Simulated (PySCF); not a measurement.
Shapes and spin states of CoH₂

Computed with PBE0/[Co def2-TZVP, H def2-TZVP], no relativity, density fitting, PySCF.

Relaxations began from a few typed shapes and spin states; open shells are unrestricted. The search is not exhaustive: other isomers or separated fragments can lie lower, and high-lying points may rest on an excited occupation.

**Question.** Order these stationary points by electronic energy, lowest first, in kJ/mol from the lowest minimum.
A. quartet D∞h: Co–H 1.603 Å (×2); H–Co–H 180.0°
B. quartet C2v: Co–H 1.918 Å (×2), H–H 0.775 Å; Co–H–H 78.3° (×2), H–Co–H 23.3°
C. broken-symmetry Ms = 1/2 (⟨S²⟩ 1.75) D∞h: Co–H 1.591 Å (×2); H–Co–H 180.0°
D. quartet C2v: Co–H 1.588 Å (×2); H–Co–H 133.6°
E. broken-symmetry Ms = 1/2 (⟨S²⟩ 1.63) C2v: Co–H 1.695 Å (×2), H–H 0.806 Å; Co–H–H 76.2° (×2), H–Co–H 27.5°
F. doublet C2v: Co–H 1.476 Å (×2); H–Co–H 94.4°

**Answer.** A (0.0), D (21.3), B (32.4), E (50.5), F (54.1), C (102.3).

**Question.** Which of them are minima?

**Answer.** By energy in kJ/mol, 0.0: minimum; 21.3: minimum; 32.4: minimum; 50.5: minimum; 54.1: minimum; 102.3: minimum.

Formally Co is in oxidation state +2, d7, with 3 unpaired electrons (the high-spin count). The Mulliken spin on Co is 3.10. The polar-tensor charge on Co, 0.88, is far below the formal one.

For the lowest minimum: the spin densities have lower symmetry than the nuclear frame. Other spin states or occupations of the open shell can lie lower.

The electron or spin density has lower symmetry than the nuclear frame for the broken-symmetry Ms = 1/2 (⟨S²⟩ 1.63) C2v at 50.5 kJ/mol, broken-symmetry Ms = 1/2 (⟨S²⟩ 1.75) D∞h at 102.3 kJ/mol.
